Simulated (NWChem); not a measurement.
The numbers come from NWChem runs, not from measurements. System: Br2Pb, charge 0, spin multiplicity 1, at a geometry optimised with PBE0/def2-SVP with def2 effective core potentials on Pb. The structure started from a generated list of species. Level: PBE/def2-TZVP with def2 effective core potentials on Pb.

Input file:

```
start mol
memory heap 200 mb stack 900 mb global 1100 mb
geometry units angstroms nocenter noautoz
  Pb     0.000000     0.000000     0.769805
  Br    -2.029432     0.000000    -0.901772
  Br     2.029432     0.000000    -0.901772
  symmetry group C2v
end
basis spherical
  * library def2-tzvp
end
ecp
  Pb library def2-ecp
end
dft
  xc xpbe96 cpbe96
  semidirect memsize 60000000 filesize 0
  iterations 100
end
task dft energy
```

Part of the output:

```
             Northwest Computational Chemistry Package (NWChem) 7.3.0
             --------------------------------------------------------

                                NWChem Input Module
                                -------------------

 Scaling coordinates for geometry "geometry" by  1.889725989
 (inverse scale =  0.529177249)

 Turning off AUTOSYM since
 SYMMETRY directive was detected!

                             Geometry "geometry" -> ""
                             -------------------------

 Output coordinates in angstroms (scale by  1.889725989 to convert to a.u.)

  No.       Tag          Charge          X              Y              Z
 ---- ---------------- ---------- -------------- -------------- --------------
    1 Pb                  82.0000     0.00000000     0.00000000     0.76980500
    2 Br                  35.0000    -2.02943200     0.00000000    -0.90177200
    3 Br                  35.0000     2.02943200     0.00000000    -0.90177200

 Effective nuclear repulsion energy (a.u.)    1314.9900751128

            Nuclear Dipole moment (a.u.)
            ----------------------------
        X                 Y               Z
 ---------------- ---------------- ----------------
     0.0000000000     0.0000000000    -0.0000566918

      Symmetry information
      --------------------

 Group name             C2v
 Group number             16
 Group order               4
 No. of unique centers     2

      Symmetry unique atoms

     1    2


 Summary of "ao basis" -> "" (spherical)
 ------------------------------------------------------------------------------
       Tag                 Description            Shells   Functions and Types
 ---------------- ------------------------------  ------  ---------------------
 *                         def2-tzvp                  on all atoms

 Summary of "ao basis" -> "ao basis" (spherical)
 ------------------------------------------------------------------------------
       Tag                 Description            Shells   Functions and Types
 ---------------- ------------------------------  ------  ---------------------
 Pb                        def2-tzvp                16       50   6s5p3d2f
 Br                        def2-tzvp                16       48   6s5p4d1f

 Summary of "ao basis" -> "ao basis" (spherical)
 ------------------------------------------------------------------------------
       Tag                 Description            Shells   Functions and Types
 ---------------- ------------------------------  ------  ---------------------
 Pb                        def2-tzvp                16       50   6s5p3d2f
 Br                        def2-tzvp                16       48   6s5p4d1f

      Symmetry analysis of basis
      --------------------------

        a1         53
        a2         21
        b1         44
        b2         28

            General Information
            -------------------
          SCF calculation type: DFT
          Wavefunction type:  closed shell.
          No. of atoms     :     3
          No. of electrons :    92
           Alpha electrons :    46
            Beta electrons :    46
          Charge           :     0
          Spin multiplicity:     1
          Use of symmetry is: on ; symmetry adaption is: on
          Maximum number of iterations: 100
          AO basis - number of functions:   146
                     number of shells:    48
          Convergence on energy requested:  1.00D-06
          Convergence on density requested:  1.00D-05
[...]
 d= 0,ls=0.0,diis     6  -5340.5747941448 -9.76D-04  1.27D-04  3.33D-04    10.5
 d= 0,ls=0.0,diis     7  -5340.5748571267 -6.30D-05  3.61D-05  4.53D-06    10.9
 d= 0,ls=0.0,diis     8  -5340.5748556728  1.45D-06  2.60D-05  1.23D-05    11.2
 d= 0,ls=0.0,diis     9  -5340.5748576207 -1.95D-06  5.74D-06  1.02D-06    11.7
 d= 0,ls=0.0,diis    10  -5340.5748577823 -1.62D-07  6.98D-07  2.57D-08    12.2

         Total DFT energy =    -5340.574857782334
      One electron energy =    -8439.291481994778
           Coulomb energy =     2826.989607918035
    Exchange-Corr. energy =     -197.936347757856
 Nuclear repulsion energy =      469.663364052265

 Numeric. integr. density =       91.999999531122

     Total iterative time =      8.9s

                  Occupations of the irreducible representations
                  ----------------------------------------------

                     irrep           alpha         beta
                     --------     --------     --------
                     a1               18.0         18.0
                     a2                6.0          6.0
                     b1               15.0         15.0
                     b2                7.0          7.0

                       DFT Final Molecular Orbital Analysis
                       ------------------------------------

 Vector   44  Occ=2.000000D+00  E=-2.556045D-01  Symmetry=a2
              MO Center= -4.8D-13, -2.2D-15, -8.6D-01, r^2= 5.6D+00
   Bfn.  Coefficient  Atom+Function         Bfn.  Coefficient  Atom+Function
  ----- ------------  ---------------      ----- ------------  ---------------
    67      0.362016  2 Br py               115     -0.362016  3 Br py
    61     -0.253557  2 Br py               109      0.253557  3 Br py
    70      0.235278  2 Br py               118     -0.235278  3 Br py
    64      0.230541  2 Br py               112     -0.230541  3 Br py
    58      0.077387  2 Br py               106     -0.077387  3 Br py

 Vector   45  Occ=2.000000D+00  E=-2.475161D-01  Symmetry=a1
              MO Center= -8.6D-13,  1.7D-15, -6.5D-01, r^2= 5.8D+00
   Bfn.  Coefficient  Atom+Function         Bfn.  Coefficient  Atom+Function
  ----- ------------  ---------------      ----- ------------  ---------------
    68      0.348699  2 Br pz               116      0.348699  3 Br pz
    62     -0.244478  2 Br pz               110     -0.244478  3 Br pz
     6     -0.235536  1 Pb s                 71      0.231141  2 Br pz
   119      0.231141  3 Br pz                 5     -0.224773  1 Pb s
    65      0.223351  2 Br pz               113      0.223351  3 Br pz

 Vector   46  Occ=2.000000D+00  E=-2.468822D-01  Symmetry=b1
              MO Center=  7.6D-13, -8.8D-16, -8.5D-01, r^2= 5.7D+00
   Bfn.  Coefficient  Atom+Function         Bfn.  Coefficient  Atom+Function
  ----- ------------  ---------------      ----- ------------  ---------------
    66      0.301595  2 Br px               114      0.301595  3 Br px
    68     -0.216834  2 Br pz               116      0.216834  3 Br pz
    60     -0.209618  2 Br px               108     -0.209618  3 Br px
    63      0.191149  2 Br px                69      0.191847  2 Br px
   111      0.191149  3 Br px               117      0.191847  3 Br px

 Vector   47  Occ=0.000000D+00  E=-1.423790D-01  Symmetry=b2
              MO Center=  1.9D-14,  1.8D-15,  6.1D-01, r^2= 4.2D+00
   Bfn.  Coefficient  Atom+Function         Bfn.  Coefficient  Atom+Function
  ----- ------------  ---------------      ----- ------------  ---------------
    17      0.561456  1 Pb py                11     -0.416450  1 Pb py
    14      0.347750  1 Pb py                20      0.267945  1 Pb py
    70     -0.156337  2 Br py               118     -0.156337  3 Br py
    67     -0.148825  2 Br py               115     -0.148825  3 Br py
    61      0.110122  2 Br py               109      0.110122  3 Br py

 Vector   48  Occ=0.000000D+00  E=-7.747511D-02  Symmetry=a1
              MO Center=  1.6D-14, -2.3D-16,  5.8D-01, r^2= 5.9D+00
   Bfn.  Coefficient  Atom+Function         Bfn.  Coefficient  Atom+Function
  ----- ------------  ---------------      ----- ------------  ---------------
    18     -0.469473  1 Pb pz                21     -0.461639  1 Pb pz
     5      0.440176  1 Pb s                 12      0.347924  1 Pb pz
    15     -0.299505  1 Pb pz                69     -0.237340  2 Br px
   117      0.237340  3 Br px                 3     -0.205349  1 Pb s
    56     -0.199752  2 Br s                104     -0.199752  3 Br s

 Vector   49  Occ=0.000000D+00  E=-6.449456D-02  Symmetry=b1
              MO Center= -6.1D-14, -7.7D-16,  6.4D-01, r^2= 5.8D+00
   Bfn.  Coefficient  Atom+Function         Bfn.  Coefficient  Atom+Function
  ----- ------------  ---------------      ----- ------------  ---------------
    19      0.517612  1 Pb px                16      0.473143  1 Pb px
    10     -0.360195  1 Pb px                13      0.316000  1 Pb px
    56      0.216524  2 Br s                104     -0.216524  3 Br s
    71      0.205020  2 Br pz               119     -0.205020  3 Br pz
    68      0.160397  2 Br pz               116     -0.160397  3 Br pz

 center of mass
 --------------
 x =   0.00000000 y =   0.00000000 z =   0.08204270

 moments of inertia (a.u.)
 ------------------
         901.796011309455           0.000000000000           0.000000000000
           0.000000000000        3252.582200983316           0.000000000000
           0.000000000000           0.000000000000        2350.786189673862

     Multipole analysis of the density
     ---------------------------------

     L   x y z        total         alpha         beta         nuclear
     -   - - -        -----         -----         ----         -------
     0   0 0 0      0.000000    -46.000000    -46.000000     92.000000

     1   1 0 0      0.000000      0.000000      0.000000      0.000000
     1   0 1 0     -0.000000     -0.000000     -0.000000      0.000000
     1   0 0 1      1.580531     44.431909     44.431909    -87.283288

     2   2 0 0    -54.091940   -541.817742   -541.817742   1029.543544
     2   1 1 0     -0.000000     -0.000000     -0.000000      0.000000
     2   1 0 1     -0.000000     -0.000000     -0.000000      0.000000
     2   0 2 0    -45.994225    -22.997112    -22.997112      0.000000
     2   0 1 1      0.000000      0.000000      0.000000      0.000000
     2   0 0 2    -46.765122   -148.299615   -148.299615    249.834109

 Task  times  cpu:       12.2s     wall:       12.2s

 Total times  cpu:       12.2s     wall:       12.2s
```
